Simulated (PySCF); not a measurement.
C₂H₆ClNSi₂, SMILES [SiH2](C#C[SiH2]Cl)N. Atoms are numbered in the order given.

```xyz
12

Si     1.9181    -0.4066     0.9766
Cl     2.9099    -0.4178    -0.8516
C      0.1417    -0.0867     0.7053
C     -1.0523     0.1278     0.5277
Si    -2.8482     0.4570     0.1938
N     -3.2389     0.6884    -1.4741
H      2.5037     0.6671     1.8170
H      2.1022    -1.7342     1.6137
H     -3.2051     1.6936     0.9377
H     -3.6029    -0.7213     0.6956
H     -2.9194     1.5316    -1.9432
H     -3.1894    -0.1054    -2.1070
```

Geometry optimised at B3LYP-D3(BJ)/def2-SVP. The structure was generated by enumeration, and PubChem lists no compound with its InChIKey, so it may never have been made. One conformer was computed; it need not be the lowest.

Two levels are set side by side: PBE/pcSseg-1 (PySCF) and PBE0/pcSseg-1 (PySCF). GIAO shifts against HCl (³⁵Cl), NH3 (¹⁵N), TMS (²⁹Si), TMS (¹H), TMS (¹³C) at the same level; non-relativistic, no solvent, atoms listed together averaged. Without spin–orbit terms, shifts of atoms bonded to Cl or Br come out too high at both levels. Differences are taken from unrounded values.

| quantity | PBE0 | PBE | PBE minus PBE0 |
|---|---|---|---|
| δ(²⁹Si) of Si1 (ppm) | -41.1 | -43.5 | -2.3 |
| δ(³⁵Cl) of Cl2 (ppm) | -32.0 | -20.1 | 11.8 |
| δ(¹³C) of C3 (ppm) | 112.0 | 110.0 | -2.0 |
| δ(¹³C) of C4 (ppm) | 127.6 | 124.8 | -2.7 |
| δ(²⁹Si) of Si5 (ppm) | -62.0 | -65.8 | -3.7 |
| δ(¹⁵N) of N6 (ppm) | 13.8 | 17.8 | 4.0 |
| δ(¹H) of H7, H8 (ppm) | 5.39 | 5.59 | 0.20 |
| δ(¹H) of H9, H10 (ppm) | 4.91 | 5.08 | 0.16 |
| δ(¹H) of H11, H12 (ppm) | 0.80 | 0.70 | -0.10 |

Rough cost on one machine, each run with all the roots and properties that it gave: PBE0 against PBE within a factor of 2.
